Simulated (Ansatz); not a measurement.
Ansatz results at the PBE0-D4/def2-TZVP geometry: LUMO energy (PBE/def2-TZVPP) -2.66 eV; HOMO–LUMO gap (PBE0/def2-TZVPP) 3.86 eV; size of the dipole moment (B3LYP/def2-TZVPP) 1.14 D.

Problem. Which molecule gave them?
A. `C[B]1C[BH][Al]1[CH3]`
B. `[CH2]1N[CH2][GaH]1`
C. `C[SiH2][SiH]([AlH2])Cl`
D. `C=CC(C)=S`

Solution. A. The others give `[CH2]1N[CH2][GaH]1`: -2.05, 4.93, 1.09; `C=CC(C)=S`: -3.38, 3.80, 2.72; `C[SiH2][SiH]([AlH2])Cl`: -2.98, 4.91, 2.18.

B3LYP here is the variant with VWN-RPA as its local correlation; programs differ in this.
